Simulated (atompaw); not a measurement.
**Pseudopotential generation for chromium (Cr): PAW (atompaw), PBE, scalar-relativistic.**

| Quantity | Value |
| --- | --- |
| Element | Cr |
| Generator | atompaw 4.2.0.5 |
| Type | PAW |
| Functional | PBE |
| Relativity | scalar-relativistic |
| Frozen core | [Ne] 3s2 |
| Valence charge | 12 |
| Reference configuration | 3p6 3d5 4s0.75 4p0 (charge +0.25) |
| Partial waves | 4s (bound): rc 2.25 bohr; 4s channel at 2.5 Ry: rc 2.25 bohr; 3p (bound): rc 1.55 bohr; 4p (bound, empty): rc 1.60 bohr; 3d (bound): rc 1.55 bohr; 3d channel at 0.9 Ry: rc 1.55 bohr; 4f channel at 0.35 Ry: rc 2.25 bohr; 4f channel at 1.05 Ry: rc 2.25 bohr |
| Local potential | bessel scheme, radius 1.66 bohr |
| Core correction | smooth core density matched at 1.90 bohr |
| Augmentation charge | sinc compensation charge, radius 1.70 bohr; PAW radius 2.25 bohr; waves and projectors: custom rrkj gramschmidtortho |

Poles of the logarithmic derivatives, all-electron (AE) and pseudo (PS). s: poles at 3.6 (AE) and 3.4, 3.8 (PS) Ry. p: poles at -3.4, 4.7 (AE) and -3.4, 4.6 (PS) Ry. d: poles at 0.1 (AE) and 0.1 (PS) Ry. f: poles at no energy (AE) and no energy (PS) Ry. Test radius 2.25 bohr.

- Cutoffs needed: 45 Ry and 70 Ry (the cutoffs (Ry, on a coarse ladder) from which the occupation-weighted sum of valence levels, in a spherical-Bessel basis at the reference potential, stays within 10 and 1 mRy of its value at 400 Ry)
- Ghost test: no extra level below or beside the all-electron valence levels (s, p, d, f tested) (spherical-Bessel basis up to 400 Ry, 20 bohr box)
- Lowest eigenvalue of the overlap operator: 0.12 (p channel)
- Overlap eigenvalues printed by atompaw (projector basis): 0.142, 0.408, 1.43, 1.61, 7.35, 14.1, 29.2, 103
- Share of each valence orbital outside the PAW sphere: 4s 80 %, 3p 1 %, 4p 94 %, 3d 17 %
